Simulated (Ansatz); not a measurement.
Consider the homolysis of the F–Ge bond: `[CH3][Ge]([OH])([OH])[F]` → F• + `[CH3][Ge]([OH])[OH]`•.

Isolated molecules relaxed with PBE0-D4/def2-TZVP in Ansatz; ΔE leaves out vibrations. CCSD(T)/CBS is the MP2 limit (def2-TZVPP, def2-QZVPP) plus CCSD(T) − MP2 in def2-TZVPP, frozen cores. This one scheme is used for every species, atoms too. Functionals use def2-TZVPP. B3LYP here is the variant with VWN-RPA as its local correlation; programs differ in this. HSE06 is defined as in plane-wave codes. Open shells (•) are unrestricted, without spin–orbit coupling. Spin–orbit coupling would lower the free atoms: a little for F. For Ge outer-core shells are correlated without core-valence functions, so the limit isn't a true one: a few kJ/mol of doubt a bond, and 10 to 20 or more in all where bonds break to atoms. Scalar relativity is left out up to krypton. One conformer a species, not always the lowest.

```
             level  ΔE (eV)  difference from CCSD(T)/CBS
       LDA (SPW92)     6.73                         0.68
            PBE-D4     5.83                        -0.22
         revPBE-D4     5.61                        -0.44
           BLYP-D4     5.68                        -0.37
         r2SCAN-D4     5.78                        -0.27
            B97M-V     5.86                        -0.19
           PBE0-D4     5.73                        -0.32
          B3LYP-D4     5.70                        -0.35
        r2SCANh-D4     5.73                        -0.32
        r2SCAN0-D4     5.65                        -0.40
          HSE06-D4     5.73                        -0.32
          BHLYP-D4     5.55                        -0.50
      CAM-B3LYP-D4     5.88                        -0.17
           ωB97X-V     5.95                        -0.10
           ωB97M-V     5.88                        -0.17
            B2PLYP     5.82                        -0.23
               PBE     5.80                        -0.25
            revPBE     5.52                        -0.53
              BLYP     5.61                        -0.44
            r2SCAN     5.77                        -0.28
              PBE0     5.70                        -0.35
             B3LYP     5.66                        -0.39
           r2SCANh     5.72                        -0.33
             HSE06     5.70                        -0.35
             BHLYP     5.52                        -0.53
         CAM-B3LYP     5.86                        -0.19
RPA@PBE/def2-TZVPP     5.42                        -0.63
       HF/def2-SVP     4.40                        -1.65
      MP2/def2-SVP     6.02                        -0.03
     CCSD/def2-SVP     5.67                        -0.38
  CCSD(T)/def2-SVP     5.70                        -0.35
     HF/def2-TZVPP     4.41                        -1.64
    MP2/def2-TZVPP     6.22                         0.17
SCS-MP2/def2-TZVPP     6.07                         0.02
CCSD(T)/def2-TZVPP     5.90                        -0.15
     HF/def2-QZVPP     4.43                        -1.62
    MP2/def2-QZVPP     6.31                         0.26
SCS-MP2/def2-QZVPP     6.17                         0.12
     MP2/CBS(def2)     6.37                         0.32
    CCSD/CBS(def2)     5.96                        -0.09
       CCSD(T)/CBS     6.05                            0
```

Largest T1 diagnostic among the species: 0.014.

From r2SCAN to r2SCAN0 (25 % exact exchange), in def2-TZVPP and without D4, ΔE moves by −0.13 eV: exact exchange takes away binding that semilocal exchange gives to molecules. In def2-TZVPP, CCSD(T) changes the Hartree–Fock value by +1.48 eV (the triples alone add +0.09 eV) and MP2 by +1.80 eV; breaking electron pairs costs correlation energy, which Hartree–Fock lacks. Leaving LDA and LC-ωPBE aside and taking each functional with its dispersion term where it has one, the values spread over 0.40 eV, from BHLYP-D4 to ωB97X-V. LDA lies +0.92 eV from PBE without D4, its usual overbinding.

CCSD(T)/CBS has its own doubt, a few kJ/mol and more with outer-core shells, so smaller differences from it don't rank the levels.
